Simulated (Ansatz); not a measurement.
Geometry optimisation, RKS PBE-D4/6-31G* in Ansatz 0.2.0.

Input file:

```yaml
crystal:
  periodic: [false, false, false]
  atoms:
    - { symbol: Si, position_ang: [-0.028291, -0.582474, -0.555674] }
    - { symbol: Si, position_ang: [0.352581, 0.064616, 2.803004] }
    - { symbol: H, position_ang: [-0.925228, -0.705907, 2.678372] }
    - { symbol: H, position_ang: [0.878669, -0.277798, 4.180641] }
    - { symbol: H, position_ang: [0.113635, 1.546075, 2.838305] }
    - { symbol: H, position_ang: [1.100312, 0.050828, -1.309225] }
    - { symbol: "N", position_ang: [-0.732269, 0.734016, 0.33458] }
    - { symbol: H, position_ang: [-1.716232, 0.769671, 0.59562] }
    - { symbol: H, position_ang: [-0.313145, 1.662141, 0.288184] }
    - { symbol: Si, position_ang: [-1.720511, -1.489008, -1.922378] }
    - { symbol: H, position_ang: [-2.904207, -1.881813, -1.078258] }
    - { symbol: H, position_ang: [-2.19785, -0.449259, -2.8983] }
    - { symbol: H, position_ang: [-1.283361, -2.699365, -2.696893] }
    - { symbol: O, position_ang: [0.656602, -1.814566, 0.348918] }
    - { symbol: Si, position_ang: [0.400296, -3.368675, 0.892595] }
    - { symbol: H, position_ang: [1.585599, -4.213785, 0.535256] }
    - { symbol: H, position_ang: [0.2343, -3.353051, 2.382882] }
    - { symbol: H, position_ang: [-0.833366, -3.962625, 0.270673] }
    - { symbol: H, position_ang: [1.388766, -0.343122, 1.843098] }
basis:
  gaussian: { orbitals: "6-31G*" }
hamiltonian:
  xc: pbe
  dispersion: d4
relax:
  f_tol: 0.03
  max_steps: 50
output:
  orbitals: {}
```

Command:

```bash
$ ansatz run input.yaml --threads 4 --pin off --max-ram 5120MiB --backend cpu --events-out ev --progress --plain --runs-dir out
```

**Question.** Where does it end, and by what steps?

**Answer.** The run converged. After 13 steps the energy has fallen by 0.308 eV; H4 moved furthest, 0.77 Å.

```
step  energy less start (eV)  largest force component (eV/Å)  accepted
   0                  0.0000                           0.845       yes
   1                 -0.1722                           0.250       yes
   2                 -0.2403                           0.230       yes
   3                 -0.2730                           0.193       yes
   4                 -0.2849                           0.193       yes
   5                 -0.2904                           0.199       yes
   6                 -0.2906                           0.294       yes
   7                 -0.2957                           0.219       yes
   8                 -0.1825                           2.209        no
   9                 -0.3047                           0.108       yes
  10                 -0.3055                           0.235       yes
  11                 -0.3066                           0.090       yes
  12                 -0.3073                           0.055       yes
  13                 -0.3076                           0.018       yes
```

```xyz
19
Properties=species:S:1:pos:R:3
Si -0.039 -0.642 -0.905
Si 0.391 0.175 3.390
H -0.854 -0.623 3.155
H 0.754 0.104 4.843
H 0.132 1.609 3.030
H 0.999 0.001 -1.769
N -0.723 0.649 0.032
H -1.564 0.514 0.592
H -0.134 1.384 0.425
Si -1.849 -1.551 -2.104
H -3.018 -1.788 -1.186
H -2.290 -0.582 -3.164
H -1.514 -2.856 -2.767
O 0.786 -1.839 -0.057
Si 0.442 -3.289 0.691
H 1.530 -4.270 0.380
H 0.362 -3.110 2.179
H -0.869 -3.845 0.208
H 1.513 -0.357 2.559
```

Whether the end is a true minimum wasn't checked by a vibrational analysis.

Time of the run: 75 s on 4 threads of Intel(R) Xeon(R) Processor @ 2.50GHz (Skylake/Cascade Lake), with other jobs on the host, peak memory 0.23 GiB.
